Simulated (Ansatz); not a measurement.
**Relaxing a trial structure of BH8PSn**

The starting geometry of this gas-phase triplet was optimised with GFN2-xTB as a singlet; its bonds are those of `[PH3+][BH2-][SnH3]`.

```xyz
11

B     0.7335   -0.2979    1.0461
P     2.4838    0.3840    0.9147
Sn   -0.0838    0.8936    2.7848
H     3.3219    0.2665    2.0028
H     2.6411    1.7343    0.6862
H     3.3603   -0.0787   -0.0563
H     0.1705   -0.0461    0.0364
H     0.8081   -1.4500    1.3027
H    -1.7042    0.8239    3.2121
H     0.6310    0.6377    4.2871
H     0.1236    2.5647    2.6898
```

Task: Predict what becomes of its bonds when it is optimised with PBE0-D3(BJ)/def2-SVP.

Result: It falls apart into BH5P + H3Sn. Contacts that open: B1–Sn3 (2.26 → 3.60 Å).

The energy falls by 3.01 eV over 28 steps:

```csv
step,E − E(last) (eV)
1,3.007
4,0.515
7,0.118
10,0.023
13,0.014
16,0.003
19,0.000
22,0.000
25,0.000
28,0.000
```

Final geometry (Å):

```
atom    x (Å)    y (Å)    z (Å)
   B   1.0626  -0.6275   0.5520
   P   2.5787   0.3917   0.8988
  Sn  -0.7505   1.0245   3.1818
   H   3.1058   0.2857   2.2109
   H   2.4237   1.7925   0.7478
   H   3.8160   0.2472   0.1761
   H   0.3334  -0.2117  -0.3133
   H   1.0109  -1.7018   1.0965
   H  -1.5095   1.8906   4.4833
   H   0.5914   0.1557   3.8332
   H  -0.1766   2.1851   2.0390
```

The end wasn't checked by frequencies. Open shells are spin-unrestricted. The triplet needn't be the ground state. Atoms past krypton carry core potentials, without spin–orbit terms. Run with Ansatz 0.2.0, 120 s on 2 threads of Arm Neoverse V2, on a shared host.
